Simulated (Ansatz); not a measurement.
CoF₃. Charge 0, multiplicity 5. Geometry relaxed at PBE0-D4/def2-TZVP.

```xyz
4

Co    0.000    0.000    0.000
F     1.295    0.295   -1.091
F    -1.255   -1.092   -0.431
F    -0.040    0.796    1.523
```

Estimate the harmonic wavenumbers at UKS PBE0-D4/def2-TZVP (Ansatz, unscaled). Is this a minimum?

155, 155, 160, 664, 741, 741 cm⁻¹. Yes, no mode is imaginary beyond noise. Zero-point energy 15.6 kJ/mol. Hardware: 2 threads of Intel Xeon 6975P-C on a shared host. Wall time 44 s, peak host memory 0.64 GiB.
